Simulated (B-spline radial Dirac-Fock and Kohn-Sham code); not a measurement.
# EELS cross sections of the Ga L2 edge

System: the free gallium atom, configuration [Ar] 3d10 4s2 4p1. The computed values come from a B-spline atomic structure program: the first Born approximation with generalised oscillator strengths from a Dirac-Hartree-Slater potential (longitudinal and transverse terms; continuum final states only, so no white lines or fine structure). The edge is taken at 1143.2 eV (tabulated value).

Partial cross sections σ(β, Δ) in barn, integrated over a window Δ above the edge and up to the collection semi-angle β, for parallel illumination:

| E₀ (kV) | β (mrad) | Δ = 25 eV | Δ = 50 eV | Δ = 100 eV | Δ = 200 eV | Δ = 300 eV |
| --- | --- | --- | --- | --- | --- | --- |
| 60 | 5 | 11.0 | 23.8 | 46.5 | 79.9 | 102 |
| 60 | 20 | 80.2 | 175 | 348 | 614 | 805 |
| 80 | 50 | 142 | 311 | 626 | 1130 | 1520 |
| 80 | 100 | 170 | 373 | 755 | 1380 | 1880 |
| 100 | 10 | 43.7 | 95.3 | 188 | 331 | 431 |
| 100 | 20 | 81.8 | 179 | 358 | 638 | 843 |
| 100 | 50 | 131 | 288 | 580 | 1050 | 1410 |
| 100 | 100 | 152 | 333 | 673 | 1240 | 1680 |
| 120 | 50 | 123 | 270 | 544 | 990 | 1330 |
| 120 | 100 | 138 | 304 | 614 | 1130 | 1530 |
| 200 | 20 | ? | ? | ? | ? | ? |
| 200 | 50 | 103 | 226 | 457 | 836 | 1130 |
| 300 | 5 | 33.2 | 72.7 | 144 | 256 | 335 |
| 300 | 100 | 94.1 | 207 | 419 | 771 | 1050 |

Problem. Give the row for 200 kV and 20 mrad.

Solution. 77.3 b for 25 eV, 170 b for 50 eV, 341 b for 100 eV, 614 b for 200 eV, 817 b for 300 eV.
